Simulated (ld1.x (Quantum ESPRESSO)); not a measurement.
## Configuration tests for Ga (RRKJ)

```
Element                 : Ga (Z = 31)
Generator               : ld1.x (Quantum ESPRESSO) 7.5
Type                    : norm-conserving RRKJ (Kleinman–Bylander form)
Functional              : PBE
Relativity              : scalar-relativistic
Frozen core             : [Ar]
Valence charge          : 13
Reference configuration : 3d10 4s2 4p0 (charge +1)
Partial waves           : 4s (bound): rc 1.60 bohr; 4p (bound, empty): rc 2.20 bohr; 3d (bound): rc 1.30 bohr
Local potential         : the d channel
Core correction         : none
rho0                    : 0.001
```

Energies are relative to the spin-unpolarised reference configuration 3d10 4s2 4p0; without spin polarisation the order of configurations can differ from experiment.

| valence configuration | charge | ΔE all-electron (eV) | error AE − PS (meV) |
| --- | --- | --- | --- |
| 3d10 4s2 4p1 | 0 | -5.688 | +2.1 |
| 3d10 4s1 4p0 | +2 | 21.128 | +13 |
| 3d10 4s0 4p0 | +3 | 52.400 | +95 |
| 3d10 4s2 4p0.5 | +0.5 | -3.658 | +1.0 |
| 3d10 4s1 4p1 | +1 | 7.372 | -0.7 |
| 3d10 4s2 4p1.3 | -0.3 | -6.222 | +2.5 |

(1) What are ΔE and the potential's error for 3d10 4s1 4p2?

Note: ghost states, extra bound levels that the all-electron valence spectrum of the same l lacks: s at -353.1 eV, p at -134.8 eV. A true bound ghost makes a file unfit for plane-wave use.

Results:

(1) ΔE = 0.850 eV all-electron; the error (AE − PS) is -1.3 meV.

These tests converged, but a pseudo level misses the all-electron one widely, so the file describes the atom poorly there or has found another state: 3d10 4s0 4p0: empty 4p by 3.1 eV (a node warning on the way).
